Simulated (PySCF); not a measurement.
Br$_{3}$Sn, charge +1, singlet, geometry from GFN2-xTB (such geometries of metal compounds can be far from the true shape) (all electrons, no relativity); PySCF with PBE/STO-3G.

Here is a job for PySCF.
```python
from pyscf import gto, scf, dft

mol = gto.M(
    atom='''
Sn   -0.00000000    0.00000000    0.00000000
Br   -1.99407378   -1.54743063   -0.18843106
Br   -0.04903946    2.26951936   -1.11948875
Br    2.04311323   -0.72208873    1.30791981
''',
    basis='sto-3g',
    charge=1,
    verbose=4,
)

mf = dft.RKS(mol)
mf.xc = 'pbe'
mf.kernel()
mf.analyze()
```

Problem. Write the output that PySCF gives for this input, abridged.

Solution. 
```
PySCF version 2.14.0

[INPUT] verbose = 4
[INPUT] num. atoms = 4
[INPUT] num. electrons = 154
[INPUT] charge = 1
[INPUT] spin (= nelec alpha-beta = 2S) = 0
[INPUT] symmetry False subgroup None
[INPUT] Mole.unit = angstrom
[INPUT] Symbol           X                Y                Z      unit          X                Y                Z       unit  Magmom
[INPUT]  1 Sn     0.000000000000   0.000000000000   0.000000000000 AA    0.000000000000   0.000000000000   0.000000000000 Bohr   0.0
[INPUT]  2 Br    -1.994073780000  -1.547430630000  -0.188431060000 AA   -3.768253316376  -2.924220087463  -0.356083096761 Bohr   0.0
[INPUT]  3 Br    -0.049039460000   2.269519360000  -1.119488750000 AA   -0.092671148697   4.288770024798  -2.115527137032 Bohr   0.0
[INPUT]  4 Br     2.043113230000  -0.722088730000   1.307919810000 AA    3.860924446176  -1.364549937335   2.471610233793 Bohr   0.0

nuclear repulsion = 1541.22544626036
number of shells = 35
number of NR pGTOs = 243
number of NR cGTOs = 81
basis = sto-3g
ecp = {}

******** <class 'pyscf.dft.rks.RKS'> ********
method = RKS
initial guess = minao
damping factor = 0
level_shift factor = 0
DIIS = <class 'pyscf.scf.diis.CDIIS'>
diis_start_cycle = 1
diis_space = 8
diis_damp = 0
SCF conv_tol = 1e-09
SCF conv_tol_grad = None
SCF max_cycles = 50
direct_scf = True
direct_scf_tol = 1e-13
XC library pyscf.dft.libxc version 7.1.2
    S. Lehtola, C. Steigemann, M. J. T. Oliveira, and M. A. L. Marques,  SoftwareX 7, 1–5 (2018)
XC functionals = pbe
    J. P. Perdew, K. Burke, and M. Ernzerhof,  Phys. Rev. Lett. 77, 3865 (1996)
    J. P. Perdew, K. Burke, and M. Ernzerhof,  Phys. Rev. Lett. 78, 1396 (1997)
    J. P. Perdew, K. Burke, and M. Ernzerhof,  Phys. Rev. Lett. 77, 3865 (1996)
    J. P. Perdew, K. Burke, and M. Ernzerhof,  Phys. Rev. Lett. 78, 1396 (1997)
radial grids:
    Treutler-Ahlrichs [JCP 102, 346 (1995); DOI:10.1063/1.469408] (M4) radial grids

becke partition: Becke, JCP 88, 2547 (1988); DOI:10.1063/1.454033
pruning grids: <function nwchem_prune>
grids dens level: 3
symmetrized grids: False
atomic radii adjust function: <function treutler_atomic_radii_adjust>
small_rho_cutoff = 0
Set gradient conv threshold to 3.16228e-05
Initial guess from minao.
tot grids = 83232
init E= -13574.9136650461
  HOMO = -0.835313577713669  LUMO = -0.721411560063715  gap/eV = 3.09943
cycle= 1 E= -13601.3267115496  delta_E= -26.4  |g|= 0.29  |ddm|= 2.91
  HOMO = -0.352460789960441  LUMO = -0.274192579397061  gap/eV = 2.12979
cycle= 2 E= -13601.3109583866  delta_E= 0.0158  |g|= 0.256  |ddm|= 1.09
  HOMO = -0.370241244420604  LUMO = -0.253307415657095  gap/eV = 3.18193
cycle= 3 E= -13601.3312908179  delta_E= -0.0203  |g|= 0.177  |ddm|= 1.12
  HOMO = -0.366370747226176  LUMO = -0.262238102237795  gap/eV = 2.83359
cycle= 4 E= -13601.3519418044  delta_E= -0.0207  |g|= 0.0034  |ddm|= 0.48
  HOMO = -0.366024108171236  LUMO = -0.262141112002399  gap/eV = 2.82680
cycle= 5 E= -13601.3519508314  delta_E= -9.03e-06  |g|= 0.000855  |ddm|= 0.0142
  HOMO = -0.366138537541952  LUMO = -0.262202867031678  gap/eV = 2.82823
cycle= 6 E= -13601.3519512646  delta_E= -4.33e-07  |g|= 0.000134  |ddm|= 0.00177
  HOMO = -0.366143186345448  LUMO = -0.262200066120621  gap/eV = 2.82844
cycle= 7 E= -13601.351951276  delta_E= -1.14e-08  |g|= 1.58e-05  |ddm|= 0.000361
  HOMO = -0.366143213799702  LUMO = -0.262200031569662  gap/eV = 2.82844
cycle= 8 E= -13601.3519512761  delta_E= -1.47e-10  |g|= 7.38e-07  |ddm|= 5.54e-05
  HOMO = -0.366143282866489  LUMO = -0.262199943874676  gap/eV = 2.82844
Extra cycle  E= -13601.351951276  delta_E= 6.73e-11  |g|= 1.62e-06  |ddm|= 6.66e-06
converged SCF energy = -13601.351951276
**** SCF Summaries ****
Total Energy =                      -13601.351951276048567
Nuclear Repulsion Energy =            1541.225446260364606
One-electron Energy =               -21973.970866644827765
Two-electron Energy =                 6831.393469108413228
Two-electron Coulomb Energy =         7266.447826383895517
DFT Exchange-Correlation Energy =     -435.054357275482289
HOMO-LUMO gap [eV] =                     2.828442321513940
**** MO energy ****
MO #1   energy= -1016.96207116047  occ= 2
MO #2   energy= -475.67097289276   occ= 2
MO #3   energy= -475.670972645877  occ= 2
MO #4   energy= -475.670972560417  occ= 2
MO #5   energy= -148.311913840911  occ= 2
MO #6   energy= -141.181590818874  occ= 2
MO #7   energy= -141.180902998896  occ= 2
MO #8   energy= -141.180902981797  occ= 2
MO #9   energy= -59.8886293021573  occ= 2
MO #10  energy= -59.8886198382009  occ= 2
MO #11  energy= -59.888619548886   occ= 2
MO #12  energy= -55.2110320467496  occ= 2
MO #13  energy= -55.2110317662555  occ= 2
MO #14  energy= -55.2110313243075  occ= 2
MO #15  energy= -55.2066284524311  occ= 2
MO #16  energy= -55.2066271283232  occ= 2
MO #17  energy= -55.206626840864   occ= 2
MO #18  energy= -55.205736758999   occ= 2
MO #19  energy= -55.2057366440175  occ= 2
MO #20  energy= -55.205735985626   occ= 2
MO #21  energy= -27.3501069305331  occ= 2
MO #22  energy= -24.755231373388   occ= 2
MO #23  energy= -24.7527471904621  occ= 2
MO #24  energy= -24.7527460033628  occ= 2
MO #25  energy= -16.9662956931595  occ= 2
MO #26  energy= -16.9654497281175  occ= 2
MO #27  energy= -16.9654493025954  occ= 2
MO #28  energy= -16.9635721506724  occ= 2
MO #29  energy= -16.9635710752265  occ= 2
MO #30  energy= -7.88396084472228  occ= 2
MO #31  energy= -7.88394725488806  occ= 2
MO #32  energy= -7.88394663917363  occ= 2
MO #33  energy= -5.90310532236848  occ= 2
MO #34  energy= -5.90308916141     occ= 2
MO #35  energy= -5.90308724985102  occ= 2
MO #36  energy= -5.88522461231447  occ= 2
MO #37  energy= -5.88507557467266  occ= 2
MO #38  energy= -5.88507074705816  occ= 2
MO #39  energy= -5.88173944854814  occ= 2
MO #40  energy= -5.88173340513748  occ= 2
MO #41  energy= -5.88166863268002  occ= 2
MO #42  energy= -4.1669605595303   occ= 2
MO #43  energy= -3.09144493000618  occ= 2
MO #44  energy= -3.08871418087518  occ= 2
MO #45  energy= -3.0887108421126   occ= 2
MO #46  energy= -1.68943021099922  occ= 2
MO #47  energy= -1.68941694118957  occ= 2
MO #48  energy= -1.68932553167888  occ= 2
MO #49  energy= -1.68562248649157  occ= 2
MO #50  energy= -1.68548188201304  occ= 2
MO #51  energy= -1.68546116680037  occ= 2
MO #52  energy= -1.68329084025715  occ= 2
MO #53  energy= -1.68326455075574  occ= 2
MO #54  energy= -1.68319082920246  occ= 2
MO #55  energy= -1.67190295344055  occ= 2
MO #56  energy= -1.67189764923568  occ= 2
MO #57  energy= -1.67189379117925  occ= 2
MO #58  energy= -1.67180273865805  occ= 2
MO #59  energy= -1.67180240938055  occ= 2
MO #60  energy= -1.67179353044827  occ= 2
MO #61  energy= -0.813707929137969 occ= 2
MO #62  energy= -0.804248418135616 occ= 2
MO #63  energy= -0.804248107251616 occ= 2
MO #64  energy= -0.746151694008389 occ= 2
MO #65  energy= -0.746147123790926 occ= 2
MO #66  energy= -0.741342223604458 occ= 2
MO #67  energy= -0.73250912906381  occ= 2
MO #68  energy= -0.732507781707818 occ= 2
MO #69  energy= -0.543952399371092 occ= 2
MO #70  energy= -0.465999106929162 occ= 2
MO #71  energy= -0.465998674864193 occ= 2
MO #72  energy= -0.409509535145167 occ= 2
MO #73  energy= -0.372704173358613 occ= 2
MO #74  energy= -0.372703526144547 occ= 2
MO #75  energy= -0.370755442874325 occ= 2
MO #76  energy= -0.370754524064477 occ= 2
MO #77  energy= -0.366143282866489 occ= 2
MO #78  energy= -0.262199943874676 occ= 0
MO #79  energy= -0.260749262125817 occ= 0
MO #80  energy= -0.112382989251092 occ= 0
MO #81  energy= -0.112381498611795 occ= 0
 ** Mulliken pop on meta-lowdin orthogonal AOs  **
 ** Mulliken pop  **
 ** Mulliken atomic charges  **
charge of    0Sn =      0.68446
charge of    1Br =      0.10518
charge of    2Br =      0.10518
charge of    3Br =      0.10518

WARN: System has nonzero charge 1; the dipole moment is origin-dependent.
Location of origin: [0. 0. 0.]

Dipole moment(X, Y, Z, Debye):  0.00001, -0.00000, -0.00000
```
